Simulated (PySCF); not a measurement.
**Basis and Hamiltonian dependence of the excitation energy of Al**

Al [Ne] 3s2 3p1 (2P) → Al [Ne] 3s2 4s1 (2S). All values are computed (PySCF 2.14, energy differences of UHF-based or UKS calculations, no spin-orbit coupling). Values in eV.

| basis | Hamiltonian | functions | UHF | LDA | PBE0 | MP2 (valence) | CCSD(T) (valence) | CCSD(T) (valence and next inner shell) |
| --- | --- | --- | --- | --- | --- | --- | --- | --- |
| aug-cc-pVDZ-DK | spin-free X2C | 27 | 3.067 | 3.128 | 3.222 | 3.074 | 3.140 | n/a |
| aug-cc-pV(D+d)Z | non-relativistic | 32 | 3.084 | 3.142 | 3.236 | 3.090 | 3.165 | n/a |
| def2-TZVPPD | non-relativistic | 48 | 3.183 | 3.200 | 3.292 | 3.236 | 3.313 | 3.282 |
| dyall-av2z | non-relativistic | 50 | 3.049 | 3.105 | 3.200 | 3.066 | 3.136 | n/a |
| aug-cc-pVTZ-DK | spin-free X2C | 50 | 3.035 | 3.092 | 3.191 | 3.108 | 3.184 | n/a |
| aug-cc-pV(T+d)Z with one added diffuse shell each of s, p, d, f type | non-relativistic | 71 | 2.959 | n/a | n/a | 3.057 | 3.139 | n/a |
| aug-cc-pwCVTZ | non-relativistic | 75 | 3.047 | 3.103 | 3.204 | 3.119 | 3.198 | 3.171 |
| def2-QZVPPD | non-relativistic | 76 | 3.031 | 3.100 | 3.202 | 3.123 | 3.192 | 3.160 |
| aug-cc-pVQZ-DK | spin-free X2C | 84 | 2.988 | 3.066 | 3.176 | 3.087 | 3.155 | n/a |
| dyall-av3z | non-relativistic | 84 | 2.987 | 3.081 | 3.186 | 3.073 | 3.150 | n/a |
| x2c-QZVPPall with one added diffuse shell each of s, p, d, f type | spin-free X2C | 86 | 3.013 | 3.085 | 3.187 | 3.106 | 3.176 | 3.143 |
| dyall-acv3z | non-relativistic | 113 | 2.989 | 3.081 | 3.188 | 3.075 | 3.154 | 3.131 |
| dyall-acv3z | spin-free X2C | 113 | 2.977 | 3.069 | 3.175 | 3.063 | 3.143 | 3.119 |

Q: Estimate the row for aug-cc-pCVTZ-DK with one added diffuse shell each of s, p, d, f type (spin-free X2C, 91 functions).

A: From the rows with the same Hamiltonian and similar size; the calculation gives UHF 2.95; LDA 3.06; PBE0 3.16; MP2 (valence) 3.04; CCSD(T) (valence) 3.12; CCSD(T) (valence and next inner shell) 3.10 (eV).

Frozen in the all-electron rows: valence: [Ne]; valence and next inner shell: 1s2.

Reference for a calculation without spin-orbit coupling: 3.133 eV (measured, between term centres; NIST).
